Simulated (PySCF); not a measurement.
PBE on P (phosphorus, neutral), [Ne] 3s1 3p3 3d1, high-spin 6D determinant (an excited configuration). All numbers are calculated (PySCF 2.14, the spin-free X2C one-electron Hamiltonian (Gaussian nucleus), in x2c-TZVPPall with one added diffuse shell each of s, p, d type (6s6p4d1f, 51 functions)).

```
cycle= 1 E= -341.408896883817  delta_E= -0.00742  |g|= 0.0166  |ddm|= 0.115
cycle= 2 E= -341.40893094516  delta_E= -3.41e-05  |g|= 0.00616  |ddm|= 0.0168
cycle= 3 E= -341.408936649546  delta_E= -5.7e-06  |g|= 0.000285  |ddm|= 0.00453
cycle= 4 E= -341.408936675571  delta_E= -2.6e-08  |g|= 0.000134  |ddm|= 0.000667
cycle= 5 E= -341.408936687805  delta_E= -1.22e-08  |g|= 5.64e-06  |ddm|= 0.000241
cycle= 6 E= -341.40893668783  delta_E= -2.55e-11  |g|= 1.87e-07  |ddm|= 1.3e-05
converged SCF energy = -341.40893668783  <S^2> = 8.750014  2S+1 = 6.0000047
```

Highest occupied orbital energy: 0.465 eV; ⟨L²⟩ = 6.00; populations by l: s 5.00, p 9.00, d 1.00, f 0.00.

**Question.** Can this result be used?

**Answer.** Not for this state. Self-consistency was reached. The outer electron is Rydberg-like, and this basis confines it to a smaller radius and binds it less than a complete one would. At PBE the highest occupied level has a positive energy, so only the finite basis holds that electron; for this excited configuration the basis is too tight for the outer shell.
